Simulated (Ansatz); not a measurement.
Input file for Ansatz (a program for electronic structure): R-CCSD(T)/cc-pV(D+d)Z on FHOSi (SMILES O[Si]F), a point of a bond scan (R = 0.966 Å). Files ending in .json are basis or fitting sets from the Basis Set Exchange.

Ansatz 0.2 input:
```yaml
crystal:
  periodic: [false, false, false]
  atoms:
    - {symbol: Si, position_ang: [0.00937425, 0.00603277, 0.61022733]}
    - {symbol: F, position_ang: [-0.73513023, 1.02562647, -0.41739903]}
    - {symbol: O, position_ang: [0.73079075, -1.04612827, -0.42560613]}
    - {symbol: H, position_ang: [0.63860656, -0.94607081, -1.38174233]}
basis:
  gaussian:
    orbitals: cc-pV_D+d_Z.json
    pivot_positions_ang: [[0.00937425, 0.00603277, 0.61022733], [-0.73513023, 1.02562647, -0.41739903], [0.73079075, -1.04612827, -0.42560613], [0.63860656, -0.94607081, -1.38174233]]
magnetization: {spin_polarized: false}
correlation: {method: ccsd_t, electrons: outside_noble_gas}
scf: {lower_state_search: off}
output: {orbitals: {seedname: ./end}}
```

What total energy does the run end on?

-464.3843 hartree (reference determinant -463.9020, T1 diagnostic 0.016).
